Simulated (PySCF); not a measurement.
Input for PySCF: D3(BJ) and D4 dispersion corrections on BFH2S2 (SMILES FB(S)S), a point of a torsion scan.

```python
from pyscf import gto
from pyscf.dispersion import dftd3, dftd4

mol = gto.M(
    atom='''
    F    -0.94858931   -1.79010890    0.19715152
    B    -0.35559678   -0.62281988    0.06666510
    S     1.41871387   -0.62056487   -0.41169802
    S    -1.41431011    0.82776925    0.08269520
    H     1.83291810    0.24188685    0.51073201
    H    -0.49098711    1.73456864   -0.22047130
    ''',
    basis='def2-svp',
    charge=0, spin=0, verbose=0, max_memory=1800)
d3, d4 = {}, {}
for xc in ['hf', 'pbe', 'blyp', 'revpbe', 'tpss', 'r2scan', 'b3lyp', 'pbe0', 'bhlyp', 'camb3lyp', 'b2plyp']:
    d3[xc] = float(dftd3.DFTD3Dispersion(mol, xc=xc, version='d3bj', atm=False).get_dispersion()['energy'])
    print(f'D3(BJ) {xc:10s} {d3[xc]:14.8f} Eh')
for xc in ['hf', 'pbe', 'blyp', 'revpbe', 'tpss', 'r2scan', 'b3lyp', 'pbe0', 'bhlyp', 'camb3lyp', 'b2plyp']:
    d4[xc] = float(dftd4.DFTD4Dispersion(mol, xc={'camb3lyp': 'cam-b3lyp'}.get(xc, xc), atm=True).get_dispersion()['energy'])
    print(f'D4     {xc:10s} {d4[xc]:14.8f} Eh')
```

The log:

```
D3(BJ) hf            -0.04050287 Eh
D3(BJ) pbe           -0.00502057 Eh
D3(BJ) blyp          -0.01140892 Eh
D3(BJ) revpbe        -0.01246669 Eh
D3(BJ) tpss          -0.00652952 Eh
D3(BJ) r2scan        -0.00133486 Eh
D3(BJ) b3lyp         -0.00939859 Eh
D3(BJ) pbe0          -0.00448879 Eh
D3(BJ) bhlyp         -0.00772078 Eh
D3(BJ) camb3lyp      -0.00429682 Eh
D3(BJ) b2plyp        -0.00458243 Eh
D4     hf            -0.01832594 Eh
D4     pbe           -0.00519609 Eh
D4     blyp          -0.01159372 Eh
D4     revpbe        -0.01535981 Eh
D4     tpss          -0.00704945 Eh
D4     r2scan        -0.00116222 Eh
D4     b3lyp         -0.00854473 Eh
D4     pbe0          -0.00436968 Eh
D4     bhlyp         -0.00675724 Eh
D4     camb3lyp      -0.00446311 Eh
D4     b2plyp        -0.00361243 Eh
```

The run finished.

Cost: very roughly 0.020 core-seconds.
